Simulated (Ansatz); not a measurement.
GaH$_{7}$O$_{4}$Si, SMILES `[OH][Ga-]([OH])([OH])[OH+][SiH3]`. Total charge 0; spin multiplicity 1. The structure was optimised at the PBE0-D4/def2-TZVP level. It is one conformer, not always the lowest.

```xyz
13

O     0.078   -1.782   -0.201
Ga    1.011   -0.426    0.535
O     2.275    0.417   -0.449
O     1.083   -0.376    2.320
O    -0.348    1.028   -0.096
Si   -1.848    0.564   -0.732
H    -0.153   -2.464    0.432
H     2.655   -0.126   -1.141
H     1.779    0.196    2.650
H     0.239    1.551   -0.658
H    -1.678   -0.167   -2.005
H    -2.497   -0.236    0.321
H    -2.597    1.822   -0.977
```

Q: What is the dipole moment at ωB97M-V/def2-TZVPP? (An estimate is asked.)

A: Ansatz gave: 2.11 D, with components (-0.96, 1.06, -1.56) D in this frame, pointing from negative to positive charge.

Q: And with PBE, r2SCAN, B3LYP? (An estimate is asked.)

A: The calculation gave: PBE 2.00 D, r2SCAN 2.07 D, B3LYP 2.11 D.

Q: Give the Mulliken charges with ωB97M-V, PBE, r2SCAN in def2-TZVPP. (An estimate is asked.)

A: Computed: 
| atom | ωB97M-V | PBE | r2SCAN |
| --- | --- | --- | --- |
| O1 | -0.46 | -0.42 | -0.48 |
| Ga2 | 0.65 | 0.49 | 0.64 |
| O3 | -0.48 | -0.44 | -0.51 |
| O4 | -0.43 | -0.39 | -0.45 |
| O5 | -0.28 | -0.21 | -0.29 |
| Si6 | 0.29 | 0.34 | 0.43 |
| H7 | 0.18 | 0.19 | 0.21 |
| H8 | 0.18 | 0.19 | 0.20 |
| H9 | 0.16 | 0.18 | 0.19 |
| H10 | 0.20 | 0.19 | 0.22 |
| H11 | 0.01 | -0.03 | -0.04 |
| H12 | 0.00 | -0.03 | -0.04 |
| H13 | -0.02 | -0.05 | -0.06 |

B3LYP here is the variant with VWN-RPA as its local correlation; programs differ in this.
